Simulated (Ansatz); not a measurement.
`N[SiH](O)CO` + H₂ → `N[SiH2]CO` + H₂O  (hydrogenolysis of the Si–O bond)

Program: Ansatz. Geometries: PBE0-D4/def2-TZVP. ΔE: electronic, gas phase. CBS: MP2 limit from def2 TZ/QZ plus the TZ coupled-cluster correction, frozen cores. This one scheme is used for every species. Functionals use def2-TZVPP. B3LYP here is the variant with VWN-RPA as its local correlation; programs differ in this. HSE06 is defined as in plane-wave codes. One conformer a species, not always the lowest.

```csv
level,ΔE (kJ/mol),difference from CCSD(T)/CBS
LDA (SPW92),86.1,-1.5
PBE-D4,82.6,-5.0
revPBE-D4,85.5,-2.1
BLYP-D4,90.5,2.9
r2SCAN-D4,94.4,6.8
B97M-V,91.1,3.5
PBE0-D4,82.3,-5.3
r2SCANh-D4,93.2,5.6
r2SCAN0-D4,91.6,4.0
HSE06-D4,82.0,-5.6
BHLYP-D4,90.4,2.8
CAM-B3LYP-D4,90.7,3.1
ωB97X-V,88.3,0.7
ωB97M-V,90.8,3.2
B2PLYP,88.3,0.7
PBE-QIDH,86.0,-1.6
revPBE,74.8,-12.8
BLYP,82.0,-5.6
r2SCAN,93.3,5.7
PBE0,78.8,-8.8
B3LYP,83.1,-4.5
r2SCANh,92.1,4.5
HSE06,78.8,-8.8
BHLYP,85.6,-2.0
CAM-B3LYP,87.2,-0.4
LC-ωPBE,82.5,-5.1
RPA@PBE/def2-TZVPP,85.2,-2.4
MP2/def2-SVP,83.0,-4.6
CCSD/def2-SVP,73.6,-14.0
CCSD(T)/def2-SVP,75.5,-12.1
HF/def2-TZVPP,82.3,-5.3
MP2/def2-TZVPP,93.7,6.1
SCS-MP2/def2-TZVPP,90.7,3.1
CCSD/def2-TZVPP,85.7,-1.9
CCSD(T)/def2-TZVPP,88.1,0.5
HF/def2-QZVPP,82.5,-5.1
MP2/def2-QZVPP,93.5,5.9
SCS-MP2/def2-QZVPP,90.6,3.0
HF/CBS(def2),82.5,-5.1
MP2/CBS(def2),93.2,5.6
CCSD(T)/CBS,87.6,0
```

Largest T1 diagnostic among the species: 0.011.

In def2-TZVPP, CCSD(T) changes the Hartree–Fock value by +5.8 kJ/mol (the triples alone add +2.3 kJ/mol) and MP2 by +11.4 kJ/mol. Leaving LDA and LC-ωPBE aside and taking each functional with its dispersion term where it has one, the values spread over 12.4 kJ/mol, from HSE06-D4 to r2SCAN-D4. LDA lies +7.5 kJ/mol from PBE without D4. At CCSD(T), def2-SVP lies −12.1 kJ/mol from the extrapolated value and def2-TZVPP +0.5 kJ/mol.

CCSD(T)/CBS has its own doubt, a few kJ/mol and more with outer-core shells, so smaller differences from it don't rank the levels.
